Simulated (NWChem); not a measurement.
System: TaNH2F4; SMILES [NH2][Ta]([F])([F])([F])[F]

NWChem input:

```
start job
memory heap 200 mb stack 900 mb global 1100 mb
geometry units angstroms noautoz
  Ta    -0.033453    -0.000691     0.000377
  F      0.104836    -1.881488    -0.001385
  F      0.056303     1.883048     0.000644
  F     -0.922365    -0.011271    -1.648014
  F     -0.900253    -0.012782     1.660491
  N      1.914917     0.024416    -0.012671
  H      2.488494    -0.814670    -0.016794
  H      2.466701     0.878012    -0.015928
end
basis spherical
  * library def2-svp
end
ecp
  Ta library def2-ecp
end
dft
  xc xpbe96 cpbe96
  iterations 200
  convergence diis 3
end
task dft gradient
```

Excerpt of the output:

```
             Northwest Computational Chemistry Package (NWChem) 7.3.0
             --------------------------------------------------------

 C2V symmetry detected

                             Geometry "geometry" -> ""
                             -------------------------

 Output coordinates in angstroms (scale by  1.889725989 to convert to a.u.)

  No.       Tag          Charge          X              Y              Z
 ---- ---------------- ---------- -------------- -------------- --------------
    1 Ta                  73.0000     0.00000000     0.00000000    -0.04162881
    2 F                    9.0000     0.00000000     1.88242469     0.07240562
    3 F                    9.0000     0.00000000    -1.88242469     0.07240562
    4 F                    9.0000    -1.65428961     0.00000000    -0.91957756
    5 F                    9.0000     1.65428961     0.00000000    -0.91957756
    6 N                    7.0000     0.00000000     0.00000000     1.90694662
    7 H                    1.0000     0.00000000     0.84641125     2.46968599
    8 H                    1.0000     0.00000000    -0.84641125     2.46968599

 Effective nuclear repulsion energy (a.u.)    1060.3929947176

      Symmetry information
      --------------------

 Group name             C2v
 Group number             16
 Group order               4
 No. of unique centers     5

 Summary of "ao basis" -> "ao basis" (spherical)
 ------------------------------------------------------------------------------
       Tag                 Description            Shells   Functions and Types
 ---------------- ------------------------------  ------  ---------------------
 Ta                         def2-svp                12       32   6s3p2d1f
 F                          def2-svp                 6       14   3s2p1d
 N                          def2-svp                 6       14   3s2p1d
 H                          def2-svp                 3        5   2s1p

      Symmetry analysis of basis
      --------------------------

        a1         46
        a2         13
        b1         25
        b2         28

            General Information
            -------------------
          SCF calculation type: DFT
          Wavefunction type:  closed shell.
          No. of atoms     :     8
          No. of electrons :    58
           Alpha electrons :    29
            Beta electrons :    29
          Charge           :     0
          Spin multiplicity:     1
          Use of symmetry is: on ; symmetry adaption is: on
          Maximum number of iterations: 200
          AO basis - number of functions:   112
                     number of shells:    48
          Convergence on energy requested:  1.00D-06
          Convergence on density requested:  1.00D-05
          Convergence on gradient requested:  5.00D-04

              XC Information
              --------------
          PerdewBurkeErnzerhof Exchange Functional  1.000
            Perdew 1991 LDA Correlation Functional  1.000 local
           PerdewBurkeErnz. Correlation Functional  1.000 non-local

             Grid Information
             ----------------
          Grid used for XC integration:  medium
          Radial quadrature: Mura-Knowles
          Angular quadrature: Lebedev.
          Tag              B.-S. Rad. Rad. Pts. Rad. Cut. Ang. Pts.
          ---              ---------- --------- --------- ---------
          Ta                  1.45      123           9.0       590
          F                   0.50       49          10.0       434
          N                   0.65       49           8.0       434
          H                   0.35       45          10.0       434
          Grid pruning is: on
          Number of quadrature shells:   315
          Spatial weights used:  Erf1

      Superposition of Atomic Density Guess
      -------------------------------------

 Sum of atomic energies:        -514.33143996

      Non-variational initial energy
      ------------------------------

 Total energy =    -508.951376
 1-e energy   =   -1350.535347
 2-e energy   =     527.421279
 HOMO         =      -0.372190
 LUMO         =       0.000343

      Symmetry analysis of molecular orbitals - initial
      -------------------------------------------------

  Numbering of irreducible representations:

     1 a1          2 a2          3 b1          4 b2

  Orbital symmetries:

     1 a1          2 b1          3 a1          4 b2          5 a1
     6 a1          7 b2          8 b1          9 a1         10 a1
    11 a1         12 b1         13 b2         14 a1         15 a1
    16 b2         17 a2         18 a1         19 b1         20 a1
    21 b2         22 a1         23 b1         24 b1         25 a2
    26 b2         27 b2         28 a1         29 b1         30 a1
    31 b2         32 a2         33 a1         34 b1         35 a1
    36 b2         37 b1         38 b2         39 a1

   convergence    iter        energy       DeltaE   RMS-Dens  Diis-err
 ---------------- ----- ----------------- --------- --------- ---------
 d= 0,ls=0.0,diis     1   -511.4796937011 -8.26D+02  4.38D-02  3.36D+00
 d= 0,ls=0.0,diis     2   -506.1861987905  5.29D+00  3.29D-02  5.60D+01
 d= 0,ls=0.0,diis     3   -511.8636963506 -5.68D+00  5.51D-03  5.74D-01
  Resetting Diis
 d= 0,ls=0.0,diis     4   -511.8720627981 -8.37D-03  2.86D-03  4.84D-01
 d= 0,ls=0.0,diis     5   -511.9141870193 -4.21D-02  1.67D-03  1.52D-02
 d= 0,ls=0.0,diis     6   -511.9104960022  3.69D-03  1.24D-03  4.85D-02
 d= 0,ls=0.0,diis     7   -511.9153435592 -4.85D-03  3.53D-04  3.67D-03
 d= 0,ls=0.0,diis     8   -511.9157771904 -4.34D-04  8.39D-05  4.77D-05
 d= 0,ls=0.0,diis     9   -511.9157626055  1.46D-05  6.16D-05  2.07D-04
 d= 0,ls=0.0,diis    10   -511.9157808950 -1.83D-05  1.48D-05  4.54D-06
 d= 0,ls=0.0,diis    11   -511.9157811769 -2.82D-07  9.73D-06  1.64D-06

         Total DFT energy =     -511.915781176877
      One electron energy =    -1354.371546284955
           Coulomb energy =      584.148474657348
    Exchange-Corr. energy =      -55.855402269374
 Nuclear repulsion energy =      314.162692720105

 Numeric. integr. density =       57.999998369962

                  Occupations of the irreducible representations
                  ----------------------------------------------

                     irrep           alpha         beta
                     --------     --------     --------
                     a1               13.0         13.0
                     a2                2.0          2.0
                     b1                7.0          7.0
                     b2                7.0          7.0

                       DFT Final Molecular Orbital Analysis
                       ------------------------------------

 Vector   27  Occ=2.000000D+00  E=-3.550395D-01  Symmetry=a1
              MO Center= -3.1D-15,  2.2D-13,  1.7D-01, r^2= 3.9D+00
   Bfn.  Coefficient  Atom+Function         Bfn.  Coefficient  Atom+Function
  ----- ------------  ---------------      ----- ------------  ---------------
    38      0.317380  2 F  pz                52      0.317380  3 F  pz
    94      0.262648  6 N  pz                41     -0.214481  2 F  pz
    55     -0.214481  3 F  pz                64      0.202924  4 F  px
    78     -0.202924  5 F  px                91      0.194414  6 N  s
    66     -0.174033  4 F  pz                80     -0.174033  5 F  pz

 Vector   28  Occ=2.000000D+00  E=-3.486754D-01  Symmetry=a2
              MO Center= -5.2D-15,  2.4D-14, -4.0D-01, r^2= 3.8D+00
   Bfn.  Coefficient  Atom+Function         Bfn.  Coefficient  Atom+Function
  ----- ------------  ---------------      ----- ------------  ---------------
    36      0.346999  2 F  px                50     -0.346999  3 F  px
    65      0.340261  4 F  py                79     -0.340261  5 F  py
    39     -0.235242  2 F  px                53      0.235242  3 F  px
    68     -0.233657  4 F  py                82      0.233657  5 F  py
    16     -0.034915  1 Ta d -2              27     -0.027186  1 Ta f -2

 Vector   29  Occ=2.000000D+00  E=-2.689230D-01  Symmetry=b1
              MO Center=  1.5D-15,  5.7D-16,  1.6D+00, r^2= 1.7D+00
   Bfn.  Coefficient  Atom+Function         Bfn.  Coefficient  Atom+Function
  ----- ------------  ---------------      ----- ------------  ---------------
    92      0.538777  6 N  px                95     -0.426510  6 N  px
    19      0.192665  1 Ta d  1              64     -0.132529  4 F  px
    78     -0.132529  5 F  px                 7      0.124879  1 Ta px
    67      0.108956  4 F  px                81      0.108956  5 F  px
    24      0.085736  1 Ta d  1              36     -0.064502  2 F  px

 Vector   30  Occ=0.000000D+00  E=-1.140962D-01  Symmetry=b2
              MO Center= -4.0D-16, -1.7D-14,  7.3D-02, r^2= 2.0D+00
   Bfn.  Coefficient  Atom+Function         Bfn.  Coefficient  Atom+Function
  ----- ------------  ---------------      ----- ------------  ---------------
    17      0.921746  1 Ta d -1              38      0.214779  2 F  pz
    52     -0.214779  3 F  pz               104     -0.190840  7 H  s
   109      0.190840  8 H  s                 41     -0.167447  2 F  pz
    55      0.167447  3 F  pz               103     -0.109104  7 H  s
   108      0.109104  8 H  s                 65     -0.096951  4 F  py

 Vector   31  Occ=0.000000D+00  E=-9.195508D-02  Symmetry=a2
              MO Center=  1.1D-14, -1.2D-14, -8.7D-02, r^2= 1.7D+00
   Bfn.  Coefficient  Atom+Function         Bfn.  Coefficient  Atom+Function
  ----- ------------  ---------------      ----- ------------  ---------------
    16      0.964048  1 Ta d -2              36      0.206624  2 F  px
    50     -0.206624  3 F  px                65     -0.176502  4 F  py
    79      0.176502  5 F  py                39     -0.155471  2 F  px
    53      0.155471  3 F  px                68      0.134190  4 F  py
    82     -0.134190  5 F  py

 Vector   32  Occ=0.000000D+00  E=-4.652271D-02  Symmetry=a1
              MO Center=  4.7D-14, -5.9D-15, -2.1D-01, r^2= 2.7D+00
   Bfn.  Coefficient  Atom+Function         Bfn.  Coefficient  Atom+Function
  ----- ------------  ---------------      ----- ------------  ---------------
    18      0.739329  1 Ta d  0              91     -0.562346  6 N  s
    20     -0.418168  1 Ta d  2              15     -0.289675  1 Ta pz
     5      0.250881  1 Ta s                 97      0.236875  6 N  pz
    66     -0.233666  4 F  pz                80     -0.233666  5 F  pz
     9      0.215334  1 Ta pz                69      0.193802  4 F  pz

     Multipole analysis of the density
     ---------------------------------

     L   x y z        total         alpha         beta         nuclear
     -   - - -        -----         -----         ----         -------
     0   0 0 0     -0.000000    -29.000000    -29.000000     58.000000

     1   1 0 0      0.000000      0.000000      0.000000      0.000000
     1   0 1 0     -0.000000     -0.000000     -0.000000      0.000000
     1   0 0 1      1.010042     -1.854991     -1.854991      4.720023

     2   2 0 0    -40.049877   -107.980492   -107.980492    175.911107
     2   1 1 0      0.000000      0.000000      0.000000      0.000000
     2   1 0 1      0.000000      0.000000      0.000000      0.000000
     2   0 2 0    -40.113755   -136.502559   -136.502559    232.891362
     2   0 1 1      0.000000      0.000000      0.000000     -0.000000
     2   0 0 2    -30.966820   -110.102191   -110.102191    189.237563

            General Information
            -------------------
          SCF calculation type: DFT
          Wavefunction type:  closed shell.
          No. of atoms     :     8
          No. of electrons :    58
           Alpha electrons :    29
            Beta electrons :    29
          Charge           :     0
          Spin multiplicity:     1
          Use of symmetry is: on ; symmetry adaption is: on
          Maximum number of iterations: 200
          AO basis - number of functions:   112
                     number of shells:    48
          Convergence on energy requested:  1.00D-06
          Convergence on density requested:  1.00D-05
          Convergence on gradient requested:  5.00D-04

              XC Information
              --------------
          PerdewBurkeErnzerhof Exchange Functional  1.000
            Perdew 1991 LDA Correlation Functional  1.000 local
           PerdewBurkeErnz. Correlation Functional  1.000 non-local

             Grid Information
             ----------------
          Grid used for XC integration:  medium
          Radial quadrature: Mura-Knowles
          Angular quadrature: Lebedev.
          Tag              B.-S. Rad. Rad. Pts. Rad. Cut. Ang. Pts.
          ---              ---------- --------- --------- ---------
          Ta                  1.45      123           9.0       590
          F                   0.50       49          10.0       434
          N                   0.65       49           8.0       434
          H                   0.35       45          10.0       434
          Grid pruning is: on
          Number of quadrature shells:   315
          Spatial weights used:  Erf1

          Convergence Information
          -----------------------
          Convergence aids based upon iterative change in
          total energy or number of iterations.
          Levelshifting, if invoked, occurs when the
          HOMO/LUMO gap drops below (HL_TOL):  1.00D-02
          DIIS, if invoked, will attempt to extrapolate
          using up to (NFOCK):  3 stored Fock matrices.

                    Damping( 0%)  Levelshifting(0.5)       DIIS
                  --------------- ------------------- ---------------
          dE  on:    start            ASAP                start
          dE off:    2 iters        200 iters           200 iters

                            NWChem DFT Gradient Module
                            --------------------------

  charge          =   0.00
  wavefunction    = closed shell

  Using symmetry

                         DFT ENERGY GRADIENTS

    atom               coordinates                        gradient
                 x          y          z           x          y          z
   1 Ta      0.000000   0.000000  -0.078667    0.000000   0.000000   0.002634
   2 F       0.000000   3.557267   0.136827    0.000000  -0.010573  -0.000799
   3 F       0.000000  -3.557267   0.136827    0.000000   0.010573  -0.000799
   4 F      -3.126154   0.000000  -1.737750    0.009472   0.000000   0.004947
   5 F       3.126154   0.000000  -1.737750   -0.009472  -0.000000   0.004947
   6 N       0.000000   0.000000   3.603607    0.000000   0.000000  -0.002266
   7 H       0.000000   1.599485   4.667030    0.000000  -0.005559  -0.004332
   8 H       0.000000  -1.599485   4.667030    0.000000   0.005559  -0.004332
```

Level: PBE/def2-SVP with def2 effective core potentials on Ta. Structure relaxed at the PBE0/def2-SVP level. No frequency run checked for a minimum. def2 effective core potentials on Ta; no spin-orbit coupling.
